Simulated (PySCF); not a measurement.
Si(F)3(NH2) (F₃H₂NSi), SMILES N[Si](F)(F)F.

Geometry: B3LYP-D3(BJ)/def2-SVP. Other conformers were not sampled.

Computed with B3LYP-D3(BJ)/def2-SVP in PySCF.

Frequencies are harmonic and unscaled.

```json
[
 {"mode": "1", "ν (cm⁻¹)": "71", "IR (km/mol)": "4.2", "moving atoms (share of kinetic energy)": "H 73 %, F 22 %"},
 {"mode": "2", "ν (cm⁻¹)": "227", "IR (km/mol)": "51.5", "moving atoms (share of kinetic energy)": "F 61 %, H 33 %"},
 {"mode": "3", "ν (cm⁻¹)": "264", "IR (km/mol)": "157.8", "moving atoms (share of kinetic energy)": "H 55 %, N 28 %, F 16 %"},
 {"mode": "4", "ν (cm⁻¹)": "304", "IR (km/mol)": "0.8", "moving atoms (share of kinetic energy)": "H 41 %, F 39 %, N 18 %"},
 {"mode": "5", "ν (cm⁻¹)": "332", "IR (km/mol)": "15.3", "moving atoms (share of kinetic energy)": "F 69 %, Si 18 %, H 10 %"},
 {"mode": "6", "ν (cm⁻¹)": "361", "IR (km/mol)": "45.6", "moving atoms (share of kinetic energy)": "F 56 %, Si 23 %, N 19 %"},
 {"mode": "7", "ν (cm⁻¹)": "381", "IR (km/mol)": "61.4", "moving atoms (share of kinetic energy)": "F 61 %, Si 22 %, N 15 %"},
 {"mode": "8", "ν (cm⁻¹)": "766", "IR (km/mol)": "4.3", "moving atoms (share of kinetic energy)": "F 71 %, N 25 %"},
 {"mode": "9", "ν (cm⁻¹)": "782", "IR (km/mol)": "12.2", "moving atoms (share of kinetic energy)": "H 68 %, N 19 %, F 12 %"},
 {"mode": "10", "ν (cm⁻¹)": "967", "IR (km/mol)": "199.9", "moving atoms (share of kinetic energy)": "F 49 %, Si 49 %"},
 {"mode": "11", "ν (cm⁻¹)": "1001", "IR (km/mol)": "227.5", "moving atoms (share of kinetic energy)": "Si 49 %, N 29 %, F 14 %"},
 {"mode": "12", "ν (cm⁻¹)": "1013", "IR (km/mol)": "230.7", "moving atoms (share of kinetic energy)": "Si 52 %, F 42 %"},
 {"mode": "13", "ν (cm⁻¹)": "1527", "IR (km/mol)": "80.0", "moving atoms (share of kinetic energy)": "H 88 %, N 12 %"},
 {"mode": "14", "ν (cm⁻¹)": "3601", "IR (km/mol)": "57.7", "moving atoms (share of kinetic energy)": "H 96 %"},
 {"mode": "15", "ν (cm⁻¹)": "3698", "IR (km/mol)": "67.9", "moving atoms (share of kinetic energy)": "H 91 %, N 9 %"}
]
```
